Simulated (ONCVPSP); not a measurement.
# Plane-wave convergence, ONCV potential for As

* Element: arsenic (As)
* Generator: ONCVPSP 4.0.1
* Type: optimised norm-conserving Vanderbilt (ONCV)
* Functional: PBE
* Relativity: non-relativistic
* Frozen core: [Ar]
* Valence charge: 15
* Reference configuration: 3d10 4s2 4p3
* Partial waves: 4s: rc 1.35 bohr, ncon 4, nbas 8, qcut 4.5 1/bohr, 2 projectors, debl 1.1 Ha; 4p: rc 1.50 bohr, ncon 3, nbas 8, qcut 4.8 1/bohr, 2 projectors, debl 0.9 Ha; 3d: rc 0.60 bohr, ncon 5, nbas 9, qcut 17.4 1/bohr, 2 projectors, debl 0.5 Ha
* Local potential: polynomial inside 0.45 bohr (lpopt 3, dvloc0 6 Ha)
* Core correction: Teter function, fcfact 2.25, rcfact 1.8

In the d channel the program set the typed energies aside and used -1.533, 0.250 Ha.

Q: For each optimised wave give the share of its norm inside rc, the residual kinetic energy above qcut (Ha) and the cutoffs (Ha) for errors of 10, 1, 0.1 and 0.01 mHa per electron.

A:

| wave | norm inside rc | residual KE | 10 mHa | 1 mHa | 0.1 mHa | 0.01 mHa |
| --- | --- | --- | --- | --- | --- | --- |
| 4s | 0.188 | 1.1e-03 | 6.4 | 13.8 | 89.2 | 117.9 |
| s projector 2 | 0.093 | 2.3e-03 | 7.8 | 11.4 | 72.4 | 130.2 |
| 4p | 0.132 | 1.1e-04 | 2.5 | 8.3 | 11.8 | 41.7 |
| p projector 2 | 0.111 | 1.5e-03 | 3.1 | 19.4 | 122.3 | 203.1 |
| 3d | 0.496 | 3.6e-02 | 289.0 | 761.4 | 862.6 | 943.4 |
| d projector 2 | 0.013 | 1.1e-03 | 110.0 | 153.0 | 299.0 | 966.3 |

The occupied waves need 761 Ha and 863 Ha for 1 and 0.1 mHa. Note: ghosts flagged at negative energy: s at -156.2 eV, p at -70.3 eV; GHOST(+) flagged for s at 458.4 eV. A true bound ghost makes a file unfit for plane-wave use.
